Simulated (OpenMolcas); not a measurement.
Computed levels of 4d6 in ions with 42 electrons, in cm-1 above 5D4.

```json
{
 "Program": "OpenMolcas",
 "Method": "SS-CASPT2, IPEA 0.25 Eh, imaginary shift 0.1 Eh",
 "Basis": "ANO-RCC-VQZP",
 "Scalar Hamiltonian": "DKH2, point nucleus",
 "Spin-orbit coupling": "state interaction with AMFI integrals over the reference wave functions, term energies averaged over their components"
}
```

Active space for each ion: 6 electrons in 5 orbitals (4d); closed shells correlated by CASPT2: 4s 4p.

```csv
Level,Ru2+,Pd4+
5D3,1172,2010
5D2,1861,3070
5D1,2310,3810
5D0,2530,4160
3P2(1),15350,19640
3H6,15600,20080
3H5,15850,20390
3F3(1),17380,22600
3F2(1),17920,23420
```

Estimate 5D0, 3P2(1), 3H6 for Rh3+ from its neighbours Ru2+ and Pd4+.

5D0 is fine structure, which grows about as the fourth power of a screened charge, so the fourth roots are averaged: ((2530^0.25 + 4160^0.25) / 2)^4 = 3269. The calculation gives 3300, so the estimate is off by -0.9 %.
3P2(1) is another term, which grows about linearly with the charge: (15350 + 19640) / 2 = 17495. The calculation gives 17560, so the estimate is off by -0.4 %.
3H6 is another term, which grows about linearly with the charge: (15600 + 20080) / 2 = 17840. The calculation gives 17890, so the estimate is off by -0.3 %.

CASPT2 does not keep the components of a term degenerate, so their means are used; among the terms shown or strongly mixed into the levels shown the widest spread is 100 cm-1 (4d6 3F(1), Ru2+). Levels of configurations with an s electron are missing; early in the row they begin among the upper levels of the d shell and mix with terms of their name (holds for Ru2+). Only configurations of the active space appear.

A number in round brackets counts repeated terms of one configuration in the order of the reference energies.
